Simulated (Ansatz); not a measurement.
`[SiH3]NCBCl` and `BCBCl` differ in one atom or group.

Ansatz, PBE0-D4/def2-TZVP geometries, multiplicity 1. Each molecule was computed in one conformer, which needn't be the lowest.

| property | `[SiH3]NCBCl` |
| --- | --- |
| HOMO–LUMO gap (ωB97M-V/def2-TZVPP) / eV | 10.00 |
| HOMO energy (PBE0/def2-TZVPP) / eV | -7.04 |
| HOMO energy (PBE/def2-TZVPP) / eV | -5.67 |
| HOMO–LUMO gap (PBE/def2-TZVPP) / eV | 3.30 |
| size of the dipole moment (PBE/def2-TZVPP) / D | 1.70 |
| LUMO energy (B3LYP/def2-TZVPP) / eV | -1.58 |

Problem. Give the same properties after the change, and the shifts. (Best estimate.)

Solution. Computed: 
```json
{"property": "HOMO–LUMO gap (ωB97M-V/def2-TZVPP) / eV", "`BCBCl`": "10.80", "shift": "0.80"}
{"property": "HOMO energy (PBE0/def2-TZVPP) / eV", "`BCBCl`": "-8.51", "shift": "-1.47"}
{"property": "HOMO energy (PBE/def2-TZVPP) / eV", "`BCBCl`": "-7.17", "shift": "-1.50"}
{"property": "HOMO–LUMO gap (PBE/def2-TZVPP) / eV", "`BCBCl`": "4.24", "shift": "0.94"}
{"property": "size of the dipole moment (PBE/def2-TZVPP) / D", "`BCBCl`": "1.15", "shift": "-0.55"}
{"property": "LUMO energy (B3LYP/def2-TZVPP) / eV", "`BCBCl`": "-2.16", "shift": "-0.58"}
```

With PBE0 the HOMO falls by 1.47 eV and the LUMO falls by 0.57 eV, so the gap widens by about 0.90 eV. PBE moves the HOMO by -1.50 eV and ωB97M-V by -1.41 eV. Dipoles are sizes alone; their direction can turn.

B3LYP here is the variant with VWN-RPA as its local correlation; programs differ in this.
